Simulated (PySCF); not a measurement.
OTi, SMILES [O]=[Ti] (connectivity only; charge and spin as stated), neutral, multiplicity 3. Atoms are numbered in the order given.

```xyz
2

Ti     0.0000     0.0000    -0.4266
O      0.0000     0.0000     1.1733
```
Charge 0, spin multiplicity 3.

Coordinates come from a PBE0-D3(BJ)/def2-TZVPD optimisation. The multiplicity is an assumed one; other spin states were not compared.

Method: PySCF with PBE0-D3(BJ)/def2-TZVPD.

Frequencies are harmonic and unscaled.

| mode | ν (cm⁻¹) | IR (km/mol) | moving atoms (share of kinetic energy) |
|---|---|---|---|
| 1 | 1072 | 230.7 | O 75 %, Ti 25 % |
